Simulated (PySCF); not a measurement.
C6H6N2.
SMILES with atom numbers: `[N:1]#[C:2][CH:3]([C:4]#[N:5])[CH:6]1[CH2:7][CH2:8]1` (hydrogens: H9 on C3; H10 on C6; H11, H12 on C7; H13, H14 on C8)

Structure optimised with GFN2-xTB, isolated species.

Q: Give the optimised bond lengths and angles.

A: 
```tsv
bond	length (Å)	order
N1≡C2, C4≡N5	1.141	triple
C2–C3, C3–C4	1.451	single
C3–C6	1.525	single
C6–C7, C6–C8	1.499	single
C7–C8	1.498	single
C3–H9	1.099	single
C6–H10	1.084	single
C7–H11, C8–H13	1.080	single
C7–H12, C8–H14	1.079	single
```

Bonds in one row agree within 0.01 Å and their mean is given. Orders are formal, as drawn. A selection of angles:
```tsv
angle	degrees
N1–C2–C3	178.7
C2–C3–C4	109.0
C2–C3–C6	110.2
C3–C6–C7	119.0
C7–C6–C8	60.0
C6–C7–C8	60.0
```

Torsions: C2–C3–C6–C7 -85° (synclinal); C3–C6–C7–C8 -109° (anticlinal); C3–C6–C8–C7 109° (anticlinal).

The 6 C–C bonds span 1.451 Å (C3–C4, drawn single) to 1.525 Å (C3–C6, drawn single), a spread of 0.074 Å. All internal angles of the 3-membered ring C6–C7–C8 are 60.0°.

Point group: Cs (every atom within 0.08 Å of its image). Whether it is a minimum is left open (no frequencies). The numbers are those of one conformer.

The numbers are calculated, not measured.
